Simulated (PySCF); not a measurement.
## How methods differ on the excitation energy of N

N [He] 2s2 2p3 (4S) → N [He] 2s1 2p4 (4P), as a difference of total energies. All numbers are calculated (PySCF 2.14, scalar relativity by spin-free X2C-1e, in aug-cc-pCVTZ-DK). Correlated levels: valence: 1s2 frozen; valence and next inner shell: nothing frozen. The calculations carry no spin-orbit coupling.

```tsv
method	excitation energy (eV)	error (eV)
UHF	10.912	-0.015
LDA	10.595	-0.332
PBE	10.416	-0.511
PBE0	10.658	-0.269
r2SCAN	10.342	-0.585
BP86	10.327	-0.600
revPBE	10.372	-0.555
TPSS	10.622	-0.305
r2SCAN0	10.552	-0.375
MP2 (valence)	11.071	+0.144
SCS-MP2 (valence)	11.089	+0.162
MP2 (valence and next inner shell)	11.056	+0.129
SCS-MP2 (valence and next inner shell)	11.084	+0.157
```

Reference: 10.927 eV (measured; NIST levels, between the centres of gravity of the two terms).

Errors of the correlated levels include the incompleteness of this basis and the frozen core.
